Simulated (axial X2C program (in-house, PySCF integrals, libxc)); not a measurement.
CoB⁺: from the spin-free to the two-component result

Calculated with an in-house relativistic program for diatomic molecules. Spin-free means the one-electron spin-free X2C Hamiltonian; two-component (2c) means X2C with spin–orbit coupling and atomic mean-field two-electron Coulomb and Gaunt terms, so the difference of the two also holds small scalar two-electron terms. Basis: Co dyall-cv3z [9s10p6d3f2g], B dyall-v3z [7s6p2d1f] (cores contracted in-house); Gaussian nuclei, density fitting, unrestricted open shells. Masses: Co 58.933 u, B 11.009 u.

Spin-free state: M_S = 3/2, Λ = 2 (beyond evenly filled blocks: 2 × σα, δ+α, δ+β, δ-α); fragments Co+ + B.

| level | Re (Å) | ωe (cm⁻¹) | De (eV) | μ (D) |
| --- | --- | --- | --- | --- |
| PBE0 | 1.902 | 571.7 | 2.826 | 0.39 |
| CCSD | 1.942 | 480.3 | 2.069 | n/a |
| CCSD(T) | 1.889 | 571.8 | 2.329 | n/a |
| TPSSh | 1.884 | 593.4 | 2.960 | 0.27 |

Correlated methods: 11 electrons correlated (number of frozen shells: Co 3 s, 2 p; B 1 s), 229 virtual spin orbitals or spinors in MP2, 90 natural virtuals in coupled cluster.

Dipoles are positive if B is the positive end and refer to the centre of mass.

Two-component determinant lowest at the distance of the search:

Ω = 7/2 (⟨Sz⟩ = 1.50, ⟨Lz⟩ = 2.00 at HF); fragments Co+ + B.

```json
{"level": "PBE0", "Re (Å)": "1.902", "ωe (cm⁻¹)": "571.4", "μ (D)": "0.38"}
{"level": "CCSD", "Re (Å)": "1.942", "ωe (cm⁻¹)": "480.2", "μ (D)": "n/a"}
{"level": "CCSD(T)", "Re (Å)": "1.890", "ωe (cm⁻¹)": "572.0", "μ (D)": "n/a"}
{"level": "TPSSh", "Re (Å)": "1.884", "ωe (cm⁻¹)": "593.0", "μ (D)": "0.27"}
```

Q: From the two tables, how do the constants change at the CCSD(T) level (2c against spin-free)?

A: At the CCSD(T) level Re is unchanged within 0.001 Å and ωe is unchanged to within 0.2 cm⁻¹.

The state is a single determinant with fixed occupations, the lowest that a limited PBE0 search found. De is counted from the lowest determinant-based energies of the atoms at the same level, without counterpoise correction. De is not given where an atomic determinant may have missed its ground term or J level, or where the truncated virtual space spoils (T). Density functionals use the spin component along the axis (collinear). Coupled cluster ran in a truncated set of natural virtual spinors; the MP2 energy of the rest was added. (T) has no such correction and the atoms are truncated less, which lowers De at CCSD(T) by a hundredth of an eV or more. Other states lie close and PBE0, whose exact exchange favours high spin, may order them wrongly; the determinant shown need not be the ground state. The nearest other spin-free determinant of the search, M_S = 3/2, Λ = 0, lies 0.37 eV up at the distance of the search. Without a current term, density functionals place determinants with orbital angular momentum somewhat too high. With several unpaired electrons one determinant need not be a pure state. The T1 diagnostic is large, a sign of multireference character.
